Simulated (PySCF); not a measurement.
A structure optimised at PBE0-D3(BJ)/def2-SVP, used in a PySCF frequency run:

```xyz
12

N      2.2240    -0.6808     0.1354
Si     0.8188     0.1265    -0.4516
C     -0.1264     1.3950     0.5936
C     -1.3938     0.9141     0.6525
Si    -1.3329    -0.7747    -0.1975
H      2.2295    -1.1837     1.0139
H      3.1542    -0.4050    -0.1536
H      1.2159     0.6801    -1.7837
H      0.1692     2.3518     1.0477
H     -2.2225     1.4569     1.1274
H     -2.2826    -0.9893    -1.3372
H     -1.5135    -1.9241     0.7487
```

Q: Write its SMILES and formula.

A: N[Si@@H]1C=C[SiH2]1, C2H7NSi2

Q: What are its rotational constants (standard atomic weights)?

A: 5.2821, 2.4113, 1.8700 GHz
